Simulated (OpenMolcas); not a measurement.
## Kr III: input and output

Input:

```
&GATEWAY
Coord
1

Kr 0.0 0.0 0.0
Basis=ANO-R3
Group=XYZ
NoMove
AngMom=0.0 0.0 0.0
AMFI
&SEWARD
* reference wave functions (RASSCF and RASSI steps not shown): 4 electrons in 9 orbitals (RAS2 4p; RAS3 4d 5s, at most 1 electron)
>>> COPY JOB001 $Project.JobIph
&CASPT2
Multistate=3 1 2 3
Frozen=3 6
IPEA=0.25
Sig2=0.3
MaxIter=60
WThr=0.0 0.3 0.05
PrWF=0.5
NoMix
>>> COPY JOB002 $Project.JobIph
&CASPT2
Multistate=6 1 2 3 4 5 6
Frozen=3 6
IPEA=0.25
Sig2=0.3
MaxIter=60
WThr=0.0 0.3 0.05
PrWF=0.5
NoMix
>>> COPY JOB003 $Project.JobIph
&CASPT2
Multistate=6 1 2 3 4 5 6
Frozen=3 6
IPEA=0.25
Sig2=0.3
MaxIter=60
WThr=0.0 0.3 0.05
PrWF=0.5
NoMix
...
```

Output, cut to the results:

```
--- CASPT2 ---
Orbital specifications:
      -----------------------

      Symmetry species                           1   2
                                                ag  au
      Frozen orbitals                            3   6
      Inactive orbitals                          6   0
      Active orbitals                            6   3
      Secondary orbitals                        35  48
      Deleted orbitals                           0   0
      Number of basis functions                 50  57
Type of calculation                        MS-CASPT2
      Fock operator                              state-specific
      IPEA shift                                 0.25
      Real shift                                 0.00
      Imaginary shift                            0.00
      Sigma^2 regularizer                        0.30
      The input orbitals will be transformed to quasi-canonical
Reference energy:       -2786.9289057433
      E2 (Non-variational):      -0.6072759137
      Shift correction:          -0.0000000358
      E2 (Variational):          -0.6072759495
      Total energy:           -2787.5361816928
      Residual norm:              0.0000009108
      Reference weight:           0.95137
      Contributions to the CASPT2 correlation energy
      Active & Virtual Only:         -0.0259746632
      One Inactive Excited:          -0.1348719199
      Two Inactive Excited:          -0.4464293307
Reference energy:       -2786.9289057433
      E2 (Non-variational):      -0.6072759137
      Shift correction:          -0.0000000358
      E2 (Variational):          -0.6072759495
      Total energy:           -2787.5361816928
      Residual norm:              0.0000009108
      Reference weight:           0.95137
      Contributions to the CASPT2 correlation energy
      Active & Virtual Only:         -0.0259746632
      One Inactive Excited:          -0.1348719199
      Two Inactive Excited:          -0.4464293307
::    CASPT2 Root  1     Total energy:  -2787.53618169
::    CASPT2 Root  2     Total energy:  -2787.53618169
::    CASPT2 Root  3     Total energy:  -2787.53618169
::    MS-CASPT2 Root  1     Total energy:  -2787.53618169
::    MS-CASPT2 Root  2     Total energy:  -2787.53618169
::    MS-CASPT2 Root  3     Total energy:  -2787.53618169
--- CASPT2 ---
Orbital specifications:
      -----------------------

      Symmetry species                           1   2
                                                ag  au
      Frozen orbitals                            3   6
      Inactive orbitals                          6   0
      Active orbitals                            6   3
      Secondary orbitals                        35  48
      Deleted orbitals                           0   0
      Number of basis functions                 50  57
Type of calculation                        MS-CASPT2
      Fock operator                              state-specific
      IPEA shift                                 0.25
      Real shift                                 0.00
      Imaginary shift                            0.00
      Sigma^2 regularizer                        0.30
      The input orbitals will be transformed to quasi-canonical
Reference energy:       -2786.8632212682
      E2 (Non-variational):      -0.6194132152
      Shift correction:          -0.0000000288
      E2 (Variational):          -0.6194132440
      Total energy:           -2787.4826345122
      Residual norm:              0.0000008277
      Reference weight:           0.94661
      Contributions to the CASPT2 correlation energy
      Active & Virtual Only:         -0.0336335602
      One Inactive Excited:          -0.1388944316
      Two Inactive Excited:          -0.4468852235
Reference energy:       -2786.8632212682
      E2 (Non-variational):      -0.6194687634
      Shift correction:          -0.0000000289
      E2 (Variational):          -0.6194687924
      Total energy:           -2787.4826900605
      Residual norm:              0.0000008300
      Reference weight:           0.94659
      Contributions to the CASPT2 correlation energy
      Active & Virtual Only:         -0.0336812437
      One Inactive Excited:          -0.1389026589
      Two Inactive Excited:          -0.4468848609
::    CASPT2 Root  1     Total energy:  -2787.48263451
::    CASPT2 Root  2     Total energy:  -2787.48269006
::    CASPT2 Root  3     Total energy:  -2787.48269268
::    CASPT2 Root  4     Total energy:  -2787.48255585
::    CASPT2 Root  5     Total energy:  -2787.48236151
::    CASPT2 Root  6     Total energy:  -2787.37932578
::    MS-CASPT2 Root  1     Total energy:  -2787.48287272
::    MS-CASPT2 Root  2     Total energy:  -2787.48269512
::    MS-CASPT2 Root  3     Total energy:  -2787.48262314
::    MS-CASPT2 Root  4     Total energy:  -2787.48244299
::    MS-CASPT2 Root  5     Total energy:  -2787.48231636
::    MS-CASPT2 Root  6     Total energy:  -2787.37931005
--- CASPT2 ---
Orbital specifications:
      -----------------------

      Symmetry species                           1   2
                                                ag  au
      Frozen orbitals                            3   6
      Inactive orbitals                          6   0
      Active orbitals                            6   3
      Secondary orbitals                        35  48
      Deleted orbitals                           0   0
      Number of basis functions                 50  57
Type of calculation                        MS-CASPT2
      Fock operator                              state-specific
      IPEA shift                                 0.25
      Real shift                                 0.00
      Imaginary shift                            0.00
      Sigma^2 regularizer                        0.30
      The input orbitals will be transformed to quasi-canonical
Reference energy:       -2786.2929933263
      E2 (Non-variational):      -0.6185007692
      Shift correction:          -0.0004527597
...
```

Levels above the lowest, from the spin-orbit matrix with the multistate effective Hamiltonian, averaged by term, added to it:

```json
{"Configuration": "4s² 4p⁴", "Term": "³P", "J": "2", "E (cm⁻¹)": "0.0", "Measured (cm⁻¹)": "0.0", "Term weight %": "97", "Second": "3 ¹D"}
{"Configuration": "4s² 4p⁴", "Term": "³P", "J": "1", "E (cm⁻¹)": "4190", "Measured (cm⁻¹)": "4548", "Term weight %": "100", "Second": ""}
{"Configuration": "4s² 4p⁴", "Term": "³P", "J": "0", "E (cm⁻¹)": "5170", "Measured (cm⁻¹)": "5313", "Term weight %": "97", "Second": "3 ¹S"}
{"Configuration": "4s² 4p⁴", "Term": "¹D", "J": "2", "E (cm⁻¹)": "14590", "Measured (cm⁻¹)": "14644", "Term weight %": "97", "Second": "3 ³P"}
{"Configuration": "4s² 4p⁴", "Term": "¹S", "J": "0", "E (cm⁻¹)": "37640", "Measured (cm⁻¹)": "33080", "Term weight %": "97", "Second": "3 ³P"}
{"Configuration": "4s² 4p³ 5s", "Term": "⁵S°", "J": "2", "E (cm⁻¹)": "138950", "Measured (cm⁻¹)": "145719", "Term weight %": "99", "Second": ""}
{"Configuration": "4s² 4p³ 4d", "Term": "⁵D°", "J": "0", "E (cm⁻¹)": "142430", "Measured (cm⁻¹)": "138447", "Term weight %": "99", "Second": ""}
{"Configuration": "4s² 4p³ 4d", "Term": "⁵D°", "J": "1", "E (cm⁻¹)": "142480", "Measured (cm⁻¹)": "138471", "Term weight %": "99", "Second": ""}
{"Configuration": "4s² 4p³ 4d", "Term": "⁵D°", "J": "2", "E (cm⁻¹)": "142560", "Measured (cm⁻¹)": "138481", "Term weight %": "99", "Second": ""}
{"Configuration": "4s² 4p³ 4d", "Term": "⁵D°", "J": "3", "E (cm⁻¹)": "142670", "Measured (cm⁻¹)": "138493", "Term weight %": "98", "Second": ""}
{"Configuration": "4s² 4p³ 4d", "Term": "⁵D°", "J": "4", "E (cm⁻¹)": "142920", "Measured (cm⁻¹)": "138649", "Term weight %": "99", "Second": ""}
{"Configuration": "4s² 4p³ 5s", "Term": "³S°", "J": "1", "E (cm⁻¹)": "146930", "Measured (cm⁻¹)": "151580", "Term weight %": "98", "Second": ""}
{"Configuration": "4s² 4p³ 4d", "Term": "³D°(1)", "J": "2", "E (cm⁻¹)": "152740", "Measured (cm⁻¹)": "", "Term weight %": "91", "Second": "5 ³F°(1)"}
{"Configuration": "4s² 4p³ 4d", "Term": "³D°(1)", "J": "3", "E (cm⁻¹)": "153350", "Measured (cm⁻¹)": "", "Term weight %": "96", "Second": "2 ³F°(1)"}
{"Configuration": "4s² 4p³ 4d", "Term": "³D°(1)", "J": "1", "E (cm⁻¹)": "153770", "Measured (cm⁻¹)": "", "Term weight %": "99", "Second": ""}
{"Configuration": "4s² 4p³ 4d", "Term": "¹S°", "J": "0", "E (cm⁻¹)": "156780", "Measured (cm⁻¹)": "154400", "Term weight %": "99", "Second": ""}
{"Configuration": "4s² 4p³ 4d", "Term": "³F°(1)", "J": "2", "E (cm⁻¹)": "158470", "Measured (cm⁻¹)": "153563", "Term weight %": "93", "Second": "6 ³D°(1)"}
{"Configuration": "4s² 4p³ 4d", "Term": "³F°(1)", "J": "3", "E (cm⁻¹)": "159640", "Measured (cm⁻¹)": "154700", "Term weight %": "95", "Second": "3 ³D°(1)"}
{"Configuration": "4s² 4p³ 4d", "Term": "³F°(1)", "J": "4", "E (cm⁻¹)": "161050", "Measured (cm⁻¹)": "156082", "Term weight %": "96", "Second": "3 ³G°"}
{"Configuration": "4s² 4p³ 5s", "Term": "³D°", "J": "1", "E (cm⁻¹)": "161060", "Measured (cm⁻¹)": "163269", "Term weight %": "95", "Second": ""}
{"Configuration": "4s² 4p³ 5s", "Term": "³D°", "J": "2", "E (cm⁻¹)": "161270", "Measured (cm⁻¹)": "163636", "Term weight %": "90", "Second": "5 ³P°"}
{"Configuration": "4s² 4p³ 5s", "Term": "³D°", "J": "3", "E (cm⁻¹)": "162080", "Measured (cm⁻¹)": "165053", "Term weight %": "100", "Second": ""}
{"Configuration": "4s² 4p³ 5s", "Term": "¹D°", "J": "2", "E (cm⁻¹)": "163890", "Measured (cm⁻¹)": "170899", "Term weight %": "91", "Second": "6 ³D°"}
{"Configuration": "4s² 4p³ 4d", "Term": "³G°", "J": "3", "E (cm⁻¹)": "167210", "Measured (cm⁻¹)": "159996", "Term weight %": "95", "Second": "2 ³F°(2)"}
```

Against the 20 measured excited levels shown (Saloman, J. Phys. Chem. Ref. Data 36, 215 (2007)) the mean absolute deviation is 3800 cm-1; the largest miss in energy is 4s² 4p³ 4d ³G°₃: computed 167210, measured 159996 cm⁻¹ (+4.5 %), and the largest in proportion 4s² 4p⁴ ¹S₀ (+13.8 %). Levels of one J stand in another order than measured, so their pairing by name is doubtful.

CASPT2 breaks the degeneracy within a term, and the mean is taken; among the terms shown or strongly mixed into the levels shown the widest spread is 540 cm-1 (4s² 4p³ 5s ³D°). Some levels mix across a computed gap that differs much from the measured one, so their mixing is not that of the real levels. ANO sets are built for valence states and can reach diffuse excited orbitals poorly, and with the s shell closed the s pⁿ⁺¹ terms that mix with these levels are absent. With the s shell closed, the reference lacks s² → p² mixing. Computed and measured levels are paired by configuration, term and J; levels that our copy of the source lacks, or whose pairing is in doubt (as where it misses far off the trend of its configuration), stay unpaired and out of the deviations. Levels of configurations outside the active space are missing. The table shows the lowest 24 of 53 levels.

The term weight is that of the spin-free term in the level, not the purity of its configuration. A number in round brackets counts repeated terms of one configuration in the order of the reference energies. ° marks odd parity.
